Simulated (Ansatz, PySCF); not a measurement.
Hf(Cl)3(OH)(OH2) (Cl3H3HfO2), SMILES [OH][Hf](<-[OH2])([Cl])([Cl])[Cl], multiplicity 1. Atoms are numbered in the order given.

```xyz
9

Hf    -0.1559    -0.1110     0.1103
Cl     1.4791    -1.7276    -0.4028
Cl     0.8049     0.6798     2.1605
Cl    -0.0971     1.0783    -1.9715
O     -1.7070    -1.1660     0.3476
H     -2.3773    -1.8428     0.4292
O     -1.4148     1.8173     0.5708
H     -1.1195     2.2948     1.3591
H     -1.4519     2.4419    -0.1676
```
Charge 0, spin multiplicity 1.

Geometry optimised at PBE0-D3(BJ)/def2-SVP. The multiplicity is an assumed one; other spin states were not compared. The def2 effective core potentials stand for the cores of Hf; spin–orbit coupling is left out. Other conformers were not sampled.

Two levels are set side by side: PBE-D3(BJ)/def2-SVP (Ansatz, a quantum-chemistry and plane-wave program) and PBE0-D3(BJ)/def2-SVP (Ansatz). Each level has its own optimised geometry; the coordinates shown are those of the second. Frequencies come from the Hessian of PySCF at each geometry. Differences are taken from unrounded values.

| quantity | PBE0-D3(BJ) |
|---|---|
| mean bond length (Å) | 1.785 |
| bond Hf1–Cl2 (Å) | 2.356 |
| bond Hf1–Cl3 (Å) | 2.398 |
| bond Hf1–Cl4 (Å) | 2.398 |
| bond Hf1–O5 (Å) | 1.891 |
| bond Hf1–O7 (Å) | 2.348 |
| bond O5–H6 (Å) | 0.956 |
| bond O7–H8 (Å) | 0.968 |
| bond O7–H9 (Å) | 0.968 |
| highest harmonic wavenumber (cm⁻¹) | 4025 |
| mean harmonic wavenumber (cm⁻¹) | 861 |
| zero-point energy (kcal/mol) | 25.86 |

Q: What does PBE-D3(BJ) give, and how far is it from PBE0-D3(BJ)? (The exact figures need the calculation; the answer reports its results.)

A: 
```csv
quantity,PBE-D3(BJ),PBE-D3(BJ) minus PBE0-D3(BJ)
mean bond length (Å),1.799,0.013
bond Hf1–Cl2 (Å),2.365,0.009
bond Hf1–Cl3 (Å),2.409,0.011
bond Hf1–Cl4 (Å),2.409,0.011
bond Hf1–O5 (Å),1.904,0.013
bond Hf1–O7 (Å),2.376,0.027
bond O5–H6 (Å),0.966,0.010
bond O7–H8 (Å),0.980,0.012
bond O7–H9 (Å),0.980,0.012
highest harmonic wavenumber (cm⁻¹),3874,-150
mean harmonic wavenumber (cm⁻¹),825,-36
zero-point energy (kcal/mol),24.78,-1.08
```

Exact exchange shortens and stiffens bonds; PBE has none. Differences between two approximate levels are no errors against the true value.
